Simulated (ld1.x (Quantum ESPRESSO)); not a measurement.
## Mn, TM semilocal: configuration errors across variants

ld1.x (Quantum ESPRESSO) 7.5 input, shortened:

```
&input
   title='Mn', zed=25., rel=1, dft='PZ', iswitch=3,
   config='[Ar] 3d5 4s2 4p0'
 /
 &inputp
   pseudotype=1, tm=.true., lloc=0,
   nlcc=.false.
 /
3
3P  2  1   6.00   0.00  1.00  1.00  0.0
3D  3  2   5.00   0.00  1.05  1.05  0.0
3S  1  0   2.00   0.00  1.05  1.05  0.0
 &test
   configts(1)='3s2 3p6 3d5 4s2 4p0'
 /
```

Occupied shells without a wave of their own: 4s. They enter only through the test configuration that unscreens the potential.

All-electron excitation energies from the reference (eV): (1) 3s2 3p6 3d5 4s1 4p0 8.654; (2) 3s2 3p6 3d5 4s0 4p0 24.531; (3) 3s2 3p6 3d4 4s0 4p0 57.342; (4) 3s2 3p6 3d4 4s2 4p1 7.920; (5) 3s2 3p6 3d6 4s1 4p0 -0.398; (6) 3s2 3p6 3d5 4s0 4p1 13.470; (7) 3s2 3p6 3d5 4s1.5 4p0 3.465; (8) 3s2 3p6 3d5 4s2 4p0 spin -5.054; (9) 3s2 3p6 3d5 4s1 4p0 spin 2.545.

Spin tests fill each open shell by Hund’s rule, majority spin first.

A semilocal file is local in each channel, so a ghost entry of none says nothing of the separable form that plane-wave codes build from it.

For the base: The 4s level has no wave, so the channel is fitted at the deeper level alone: the likely source of the large errors.

The file “wave 3s (bound): rc 1.05 bohr becomes 3s (bound): rc 1.20 bohr” misses its own reference levels by 0.4 eV. The file “wave 3s (bound): rc 1.05 bohr becomes 3s (bound): rc 1.38 bohr” misses its own reference levels by 0.8 eV. The file “wave 3s (bound): rc 1.05 bohr becomes 3s (bound): rc 1.48 bohr” misses its own reference levels by 1.1 eV. The file “wave 3s (bound): rc 1.05 bohr becomes 3s (bound): rc 1.58 bohr” misses its own reference levels by 1.4 eV.

Errors AE − PS in meV (a dash: test not solved or not reliable):

| change | (1) | (2) | (3) | (4) | (5) | (6) | (7) | (8) | (9) | bound ghosts |
| --- | --- | --- | --- | --- | --- | --- | --- | --- | --- | --- |
| base | -235 | -603 | -930 | +43 | -128 | -477 | -103 | +587 | +432 | none |
| wave 3s (bound): rc 1.05 bohr becomes 3s (bound): rc 0.70 bohr | -62 | -158 | -249 | +26 | -34 | -113 | -27 | +589 | +576 | none |
| wave 3s (bound): rc 1.05 bohr becomes 3s (bound): rc 0.76 bohr | -53 | -135 | -213 | +25 | -29 | -94 | -23 | +588 | +583 | none |
| wave 3s (bound): rc 1.05 bohr becomes 3s (bound): rc 0.86 bohr | -70 | -180 | -282 | +27 | -38 | -130 | -31 | +589 | +569 | none |
| wave 3s (bound): rc 1.05 bohr becomes 3s (bound): rc 1.00 bohr | -169 | -435 | -672 | +36 | -92 | -339 | -74 | +588 | +486 | none |
| wave 3s (bound): rc 1.05 bohr becomes 3s (bound): rc 1.06 bohr | -235 | -603 | -930 | +43 | -128 | -477 | -103 | +587 | +432 | none |
| wave 3s (bound): rc 1.05 bohr becomes 3s (bound): rc 1.20 bohr | -511 | -1310 | -2003 | +66 | -281 | -1060 | -223 | +581 | +200 | none |
| wave 3s (bound): rc 1.05 bohr becomes 3s (bound): rc 1.38 bohr | -1121 | -2869 | -4334 | +107 | -634 | -2360 | -491 | +568 | -320 | none |
| wave 3s (bound): rc 1.05 bohr becomes 3s (bound): rc 1.48 bohr | -1393 | -3560 | -5349 | +121 | -799 | -2943 | -611 | +561 | -554 | none |
| wave 3s (bound): rc 1.05 bohr becomes 3s (bound): rc 1.58 bohr | -1837 | -4677 | -6965 | +138 | -1077 | -3892 | -807 | +551 | -939 | none |

(1) Give the same row for: wave 3s (bound): rc 1.05 bohr becomes 3s (bound): rc 1.28 bohr.

## Answers

(1) -775, -1986, -3020, +85, -431, -1622, -339, +575, -24; bound ghosts: none.
